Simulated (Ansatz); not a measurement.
Cost and result up the ladder for SnMe3(OiPr) (C₆H₁₆OSn) (24 atoms). Total charge 0; singlet. Geometry: r2SCAN-D4/def2-SVP.

```xyz
24

Sn    0.680   -0.592    0.933
C    -0.217   -2.465    0.340
H    -1.295   -2.339    0.163
H    -0.074   -3.216    1.131
H     0.256   -2.830   -0.584
C     2.808   -0.697    1.204
H     3.063   -1.266    2.111
H     3.209    0.323    1.297
H     3.270   -1.182    0.332
C    -0.310    0.331    2.615
H    -0.172    1.421    2.554
H     0.122   -0.030    3.560
H    -1.387    0.109    2.606
O     0.536    0.650   -0.646
C    -0.587    0.635   -1.502
C    -0.258    1.522   -2.695
C    -1.851    1.103   -0.783
H    -0.773   -0.397   -1.884
H    -0.077    2.553   -2.352
H    -1.079    1.531   -3.430
H     0.657    1.163   -3.190
H    -2.106    0.432    0.055
H    -1.695    2.114   -0.372
H    -2.719    1.129   -1.462
```

Ansatz on 2 threads of AMD EPYC 7R13 on a shared host and a share (18 GiB) of an NVIDIA H100 80GB HBM3. Times are rough, and most runs start from the orbitals of an earlier one. PBE0-D4/def2-TZVP serves as the yardstick here, not as an exact answer. Differences are given only for rows in sets of like size (and for xTB, whose basis is part of the method), since another set adds its own error. Binding counts from free atoms at the same level (Sn triplet, C triplet, H doublet, O triplet; other spins of the atoms weren't run), without zero-point energy or a counterpoise term.

In the def2 sets Sn takes a core potential, while STO-3G treats all electrons; there is no spin–orbit coupling. HSE06 is defined as in plane-wave codes, on full-range PBE exchange. Correlated methods freeze 11 core orbitals; core or outer-core shells of Sn are correlated, in sets that lack core-valence functions.

Correlated methods converge slowly with the basis.

| level | functions | wall time | binding energy per atom (eV) | difference from PBE0-D4/def2-TZVP (eV) |
| --- | --- | --- | --- | --- |
| PBE-D4/def2-SVP | 204 | 4.6 s | 3.98 | – |
| PBE0-D4/def2-SVP | 204 | 6 s | 3.93 | – |
| HSE06-D4/def2-TZVP | 363 | 6 s | 3.91 | 0.00 |
| HF/STO-3G | 78 | 7 s | 3.76 | – |
| PBE0-D4/def2-TZVP (with forces) | 363 | 8 s | 3.91 | 0.00 |
| r2SCAN-D4/def2-TZVP (with forces) | 363 | 8 s | 3.91 | 0.00 |
| revPBE-D4/def2-TZVP | 363 | 8 s | 3.88 | -0.03 |
| BLYP-D4/def2-TZVP | 363 | 8.5 s | 3.88 | -0.03 |
| PBE-D4/def2-TZVP | 363 | 9 s | 3.96 | 0.05 |
| CCSD(T)/def2-TZVP | 363 | 29 s | 3.78 | -0.13 |
